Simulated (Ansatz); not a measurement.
Basis-set extrapolation for H8O2Si3 (`O[SiH2][SiH2]O[SiH3]`) (PBE0-D4/def2-TZVP geometry, frozen core, Ansatz). Multiplicity 1, RHF reference.

|  | def2-TZVPP | def2-QZVPP |
| --- | --- | --- |
| HF | -1021.417539 | -1021.453360 |
| MP2 correlation | -0.847122 | -0.914713 |
| CCSD(T) correlation | -0.936548 | not run |

Energies in hartree. Use E(X) = E(∞) + A·exp(−7.88·√X) for Hartree–Fock and E(X) = E(∞) + B·X^(−2.97) for correlation, with X = 3 and 4, and add CCSD(T) minus MP2 of the smaller set to the MP2 limit.

Question: What is the CCSD(T) energy at the basis-set limit?

Answer: HF limit: -1021.453360 + (-0.035821) × 0.13774 = -1021.45829. MP2 limit: -0.914713 + (-0.067591) × 0.74074 = -0.96478. Higher-order term: -0.936548 − (-0.847122) = -0.08943. Total: -1022.51250 hartree, 415.9 kJ/mol below CCSD(T)/def2-TZVPP.
